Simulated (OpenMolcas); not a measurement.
## Multiplet structure of N2+

- Program: OpenMolcas
- Method: CASSCF
- Basis: ANO-RCC-VTZP [4s3p2d1f]
- Scalar Hamiltonian: DKH2, point nucleus
- Active space: 3 electrons in 8 orbitals (2s 2p 3s 3p)
- State averaging: 2S+1 = 4 odd, 1 root; 2S+1 = 2 odd, 11 roots; 2S+1 = 4 even, 3 roots; 2S+1 = 2 even, 9 roots
- Spin-orbit coupling: RASSI with atomic mean-field integrals over the reference wave functions, term energies averaged over their components

With spin-orbit coupling, above the lowest level:

```
Configuration  Term    J  E (cm-1)  Measured (cm-1)      g  Term weight %
       2s2 2p   2P*  1/2       0.0              0.0  0.666            100
       2s2 2p   2P*  3/2       168              174  1.334            100
       2s 2p2    4P  1/2     51737                   2.671            100
       2s 2p2    4P  3/2     51795            57247  1.735            100
       2s 2p2    4P  5/2     51890            57328  1.601            100
       2s 2p2    2D  3/2    106040           101031  0.800            100
       2s 2p2    2D  5/2    106045           101024  1.200            100
       2s 2p2    2S  1/2    132570           131004  2.002            100
       2s 2p2    2P  1/2    155276           145876  0.666            100
       2s 2p2    2P  3/2    155392           145986  1.334            100
          2p3   4S*  3/2    183804           186797  2.002            100
          2p3   2D*  3/2    212344           203089  0.800            100
          2p3   2D*  5/2    212347           203075  1.200            100
          2p3   2P*  1/2    238960           230404  0.666            100
          2p3   2P*  3/2    238977           230409  1.334            100
```

Against the 13 measured excited levels shown (Moore, Selected Tables of Atomic Spectra, NSRDS-NBS 3, section 5) the mean absolute deviation is 6100 cm-1; the largest miss in energy is 2s 2p2 2P 3/2: computed 155392, measured 145986 cm-1 (+6.4 %), and the largest in proportion 2s 2p2 4P 3/2 (-9.5 %).

Spin-orbit coupling puts the lowest level 112 cm-1 below the lowest spin-free term.

Active for correlation alone: 3p 3s; no level in the range computed is led by a configuration that fills them, so any true level of that kind is missing. Measured partners are found by configuration, term and J. A level has none where our copy of the source lacks it or the pairing is in doubt (some pairs that miss far off the trend of their configuration count as doubtful), and it then counts in no deviation. Levels of configurations outside the active space are missing. The first state left out of the spin-orbit step lies near 300000 cm-1 above the lowest spin-free state of the reference (among the parities and spins computed), and the list stops at four fifths of that energy or lower.

The term weight is that of the spin-free term in the level, not the purity of its configuration. * marks odd parity.
